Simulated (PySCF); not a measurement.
TiCl4: from structure and modes to constants

All numbers come from B3LYP/[Ti def2-TZVP, Cl def2-TZVP], no relativity, density fitting, PySCF.

The singlet minimum has Td symmetry. Masses (u): Ti 47.94795, Cl 34.96885.

```xyz
5
charge 0 multiplicity 1, angstrom
Ti    0.0000    0.0000    0.0000
Cl    1.2589    1.2589    1.2589
Cl   -1.2589    1.2589   -1.2589
Cl    1.2589   -1.2589   -1.2589
Cl   -1.2589   -1.2589    1.2589
```

Harmonic wavenumbers (cm⁻¹): 115.0 (e, ×2), 137.8 (t2, ×3), 385.0 (a1, ×1), 496.4 (t2, ×3).

(1) Find the principal moments of inertia and the rotational constants. What kind of rotor is it?

(2) Find the vibrational entropy and heat capacity at 298.15 K.

(3) Give the standard entropy (298.15 K, 1 bar) by its translational, rotational, vibrational and spin parts, and Cp.

Answers

(1) About the centre of mass I = 443.37, 443.37, 443.37 u Å². With B = 16.8576/I this gives 0.03802, 0.03802, 0.03802 cm⁻¹. The molecule is a spherical top.

(2) With u = 1.43878 ω/T, each mode gives S = R[u/(eᵘ−1) − ln(1−e⁻ᵘ)] and C = R u² eᵘ/(eᵘ−1)².
```tsv
ω (cm⁻¹)	u	S (J/(mol K))	C (J/(mol K))
115.0 (×2)	0.555	13.32	8.10
137.8 (×3)	0.665	11.86	8.01
385.0	1.858	4.26	6.28
496.4 (×3)	2.395	2.79	5.26
```
The sums over all modes are S = 74.9 and C = 62.3 J/(mol K); the softest mode gives 18 % of the entropy (each member, where degenerate).

(3) Sackur–Tetrode with M = 187.82 u gives 174.2; rotation with symmetry number 12 gives 103.9; vibration 74.9; spin R ln 1 = 0.0. The total is 352.9 J/(mol K), and Cp = 4 R + 62.3 = 95.6 J/(mol K).

This need not be the most stable arrangement of these atoms.
